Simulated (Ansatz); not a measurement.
C$_{3}$H$_{7}$Ga, SMILES `C1[CH2][GaH][CH2]1` at its PBE0-D4/def2-TZVP geometry, where that method's forces vanish. The species carries charge 0 and has multiplicity 1.

```xyz
11

C    -0.3335   -0.8782    0.0244
C     0.7936   -0.2794    0.9020
Ga    0.2478    1.5054    0.1975
C    -0.6379    0.2103   -1.0345
H    -0.0762   -1.8502   -0.4116
H    -1.2228   -1.0392    0.6411
H     0.7719   -0.5449    1.9593
H     1.7855   -0.5380    0.5155
H     0.3731    3.0401    0.4930
H    -1.6772    0.2929   -1.3539
H    -0.0243    0.0813   -1.9327
```

**Question.** What forces (eV/Å) does ωB97M-V/def2-TZVPP give on these atoms in Ansatz? (An estimate is asked.)

**Answer.** Computed: 
```
C1  -0.104 -0.272  0.008
C2   0.151  0.083  0.112
Ga3 -0.003  0.097  0.026
C4  -0.035  0.147 -0.139
H5  -0.022  0.089  0.039
H6   0.065  0.018 -0.044
H7  -0.005  0.018 -0.090
H8  -0.078  0.006  0.022
H9  -0.011 -0.167 -0.034
H10  0.086 -0.013  0.032
H11 -0.044 -0.006  0.068
```
